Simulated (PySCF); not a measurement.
# Ionising SrLi

ROHF-CCSD(T); basis Sr def2-SVPD with ECP28, Li def2-SVPD; scalar-relativistic core potentials; PySCF 2.14. Neutral (ROHF): doublet (σ ↑), Re = 3.701 Å, ωe = 141 cm⁻¹, De = 0.22 eV.

SrLi⁻ (RHF): singlet (closed shell), Re = 4.005 Å, ωe = 126 cm⁻¹, De = 0.50 eV to Sr + Li⁻. The energies at the minima are -37.86552 hartree for SrLi and -37.89665 for SrLi⁻.

Question: Work out the adiabatic electron affinity, without and with harmonic zero-point energies (1 hartree = 27.2114 eV, 1 eV = 8065.5 cm⁻¹), and the change of the bond length.

Answer: At CCSD(T): 0.03113 hartree = 0.847 eV between the minima; the zero-point term (141.0 − 126.0)/2 cm⁻¹ = +0.001 eV makes it 0.848 eV. Re changes by +30.4 pm against the neutral. The electron enters a σ orbital; the charge polarises the partner, so the anion is bound more strongly.

Correlated steps freeze no core orbitals. Weak bonds: SrLi. Basis-set superposition, not corrected here, can be much of De in a small basis, most of all at correlated wavefunction levels. For an ion De counts to the pair picked by the measured ionisation energies or electron affinities, which need not be the lowest pair at this level. The CCSD T1 diagnostic is raised in SrLi⁻, a sign that a single reference may not be enough there. States were picked by a PBE0 search and need not be the measured ground states.
